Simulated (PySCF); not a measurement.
## `InChI=1S/C7H4FIO/c8-7(10)5-1-3-6(9)4-2-5/h1-4H`: coupling constants with relativity

Geometry:
| atom | x (Å) | y (Å) | z (Å) |
| --- | --- | --- | --- |
| O1 | 2.627 | 1.359 | -0.281 |
| C2 | 2.010 | 0.359 | -0.118 |
| F3 | 2.639 | -0.824 | -0.028 |
| C4 | 0.545 | 0.226 | 0.009 |
| C5 | -0.075 | -1.015 | 0.188 |
| C6 | -1.459 | -1.096 | 0.299 |
| C7 | -2.220 | 0.073 | 0.231 |
| I8 | -4.307 | -0.043 | 0.395 |
| C9 | -1.612 | 1.319 | 0.054 |
| C10 | -0.230 | 1.390 | -0.056 |
| H11 | 0.532 | -1.921 | 0.239 |
| H12 | -1.943 | -2.064 | 0.437 |
| H13 | -2.216 | 2.227 | 0.004 |
| H14 | 0.272 | 2.350 | -0.195 |

Method: indirect couplings at PBE0/pcJ-1 (dyall-v2z on I), no solvent, Gaussian nuclear model, structure from PBE0-D3(BJ)/def2-SVP; PySCF 2.14.0.

Non-relativistic values:
| coupling | atoms | J (Hz) |
| --- | --- | --- |
| 1J(127I,13C) | I8 – C7 | -173.9 |
| 2J(127I,13C) | I8 – C6/C9 | 6.1 |
| 3J(127I,13C) | I8 – C5/C10 | 3.1 |
| 3J(127I,1H) | I8 – H12/H13 | 3.9 |
| 4J(127I,13C) | I8 – C4 | 0.8 |
| 4J(127I,1H) | I8 – H11/H14 | 1.2 |
| 5J(127I,13C) | I8 – C2 | 0.6 |
| 6J(127I,17O) | I8 – O1 | -1.5 |
| 6J(127I,19F) | I8 – F3 | 2.1 |

Question: What do two-component X2C with spin–orbit coupling give?

Answer: 
```csv
coupling,atoms,with spin–orbit (Hz)
"1J(127I,13C)",I8 – C7,-211.9
"2J(127I,13C)",I8 – C6/C9,1.6
"3J(127I,13C)",I8 – C5/C10,1.1
"3J(127I,1H)",I8 – H12/H13,3.7
"4J(127I,13C)",I8 – C4,1.2
"4J(127I,1H)",I8 – H11/H14,1.0
"5J(127I,13C)",I8 – C2,0.9
"6J(127I,17O)",I8 – O1,-1.6
"6J(127I,19F)",I8 – F3,2.0
```

The largest listed coupling, 1J(127I,13C), ends at 1.22 times its non-relativistic value. Equivalent partners are averaged, as under fast rotation. Couplings to strongly quadrupolar nuclei (127I) are seldom resolved in solution.
